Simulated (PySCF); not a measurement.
GeSe (SMILES [Ge]=[Se]), singlet, geometry from GFN2-xTB; B3LYP5/def2-SVP run with PySCF.

The PySCF input:
```python
from pyscf import gto, scf, dft

mol = gto.Mole()
mol.atom = '''
    Ge   -0.00000000   -0.00000000   -1.10899724
    Se    0.00000000    0.00000000    1.04376211
'''
mol.basis = 'def2-svp'
mol.verbose = 4
mol.build()

mf = dft.RKS(mol)
mf.xc = 'b3lyp5'
mf.kernel()
```

It wrote (shortened):

```
PySCF version 2.14.0

[INPUT] verbose = 4
[INPUT] num. atoms = 2
[INPUT] num. electrons = 66
[INPUT] charge = 0
[INPUT] spin (= nelec alpha-beta = 2S) = 0
[INPUT] symmetry False subgroup None
[INPUT] Mole.unit = angstrom
[INPUT] Symbol           X                Y                Z      unit          X                Y                Z       unit  Magmom
[INPUT]  1 Ge     0.000000000000   0.000000000000  -1.108997240000 AA    0.000000000000   0.000000000000  -2.095701056499 Bohr   0.0
[INPUT]  2 Se     0.000000000000   0.000000000000   1.043762110000 AA    0.000000000000   0.000000000000   1.972424527098 Bohr   0.0

nuclear repulsion = 267.445037681968
number of shells = 24
number of NR pGTOs = 148
number of NR cGTOs = 64
basis = def2-svp
ecp = {}

******** <class 'pyscf.dft.rks.RKS'> ********
method = RKS
initial guess = minao
damping factor = 0
level_shift factor = 0
DIIS = <class 'pyscf.scf.diis.CDIIS'>
diis_start_cycle = 1
diis_space = 8
diis_damp = 0
SCF conv_tol = 1e-09
SCF conv_tol_grad = None
SCF max_cycles = 50
direct_scf = True
direct_scf_tol = 1e-13
XC library pyscf.dft.libxc version 7.1.2
    S. Lehtola, C. Steigemann, M. J. T. Oliveira, and M. A. L. Marques,  SoftwareX 7, 1–5 (2018)
XC functionals = b3lyp5
    P. A. M. Dirac,  Math. Proc. Cambridge Philos. Soc. 26, 376 (1930)
    F. Bloch,  Z. Phys. 57, 545 (1929)
    A. D. Becke,  Phys. Rev. A 38, 3098 (1988)
    C. Lee, W. Yang, and R. G. Parr,  Phys. Rev. B 37, 785 (1988)
    B. Miehlich, A. Savin, H. Stoll, and H. Preuss,  Chem. Phys. Lett. 157, 200 (1989)
    S. H. Vosko, L. Wilk, and M. Nusair,  Can. J. Phys. 58, 1200 (1980)
radial grids:
    Treutler-Ahlrichs [JCP 102, 346 (1995); DOI:10.1063/1.469408] (M4) radial grids

becke partition: Becke, JCP 88, 2547 (1988); DOI:10.1063/1.454033
pruning grids: <function nwchem_prune>
grids dens level: 3
symmetrized grids: False
atomic radii adjust function: <function treutler_atomic_radii_adjust>
small_rho_cutoff = 0
Set gradient conv threshold to 3.16228e-05
Initial guess from minao.
tot grids = 41064
init E= -4476.41835288743
  HOMO = -0.267460416758726  LUMO = -0.10202889755823  gap/eV = 4.50162
cycle= 1 E= -4477.77239002183  delta_E= -1.35  |g|= 0.527  |ddm|= 1.67
  HOMO = -0.240991972560063  LUMO = -0.0835123190165403  gap/eV = 4.28524
cycle= 2 E= -4476.79156385425  delta_E= 0.981  |g|= 1.62  |ddm|= 2.51
  HOMO = -0.264617766438726  LUMO = -0.0883952837529698  gap/eV = 4.79526
cycle= 3 E= -4477.85239225895  delta_E= -1.06  |g|= 0.177  |ddm|=  2.1
  HOMO = -0.255101964134776  LUMO = -0.0901200057596559  gap/eV = 4.48939
cycle= 4 E= -4477.85829795929  delta_E= -0.00591  |g|= 0.0709  |ddm|= 0.261
  HOMO = -0.261956077513914  LUMO = -0.0911530189843237  gap/eV = 4.64779
cycle= 5 E= -4477.85989957375  delta_E= -0.0016  |g|= 0.00801  |ddm|= 0.081
  HOMO = -0.262612271950287  LUMO = -0.0906422353983745  gap/eV = 4.67954
cycle= 6 E= -4477.85992745006  delta_E= -2.79e-05  |g|= 0.0023  |ddm|= 0.0116
  HOMO = -0.2624327146596  LUMO = -0.0904099812100979  gap/eV = 4.68098
cycle= 7 E= -4477.85992913664  delta_E= -1.69e-06  |g|= 0.000616  |ddm|= 0.00271
  HOMO = -0.262498266586898  LUMO = -0.090452976077783  gap/eV = 4.68159
cycle= 8 E= -4477.85992925378  delta_E= -1.17e-07  |g|= 0.000192  |ddm|= 0.000635
  HOMO = -0.262503376967751  LUMO = -0.0904466421342312  gap/eV = 4.68190
cycle= 9 E= -4477.85992927122  delta_E= -1.74e-08  |g|= 8.33e-06  |ddm|= 0.000267
  HOMO = -0.262503390133677  LUMO = -0.0904466004273607  gap/eV = 4.68190
cycle= 10 E= -4477.85992927125  delta_E= -2.27e-11  |g|= 9.61e-07  |ddm|= 9.47e-06
  HOMO = -0.262503113650506  LUMO = -0.0904465915635495  gap/eV = 4.68190
Extra cycle  E= -4477.85992927123  delta_E= 1.27e-11  |g|= 2.51e-06  |ddm|= 4.72e-06
converged SCF energy = -4477.85992927123
```
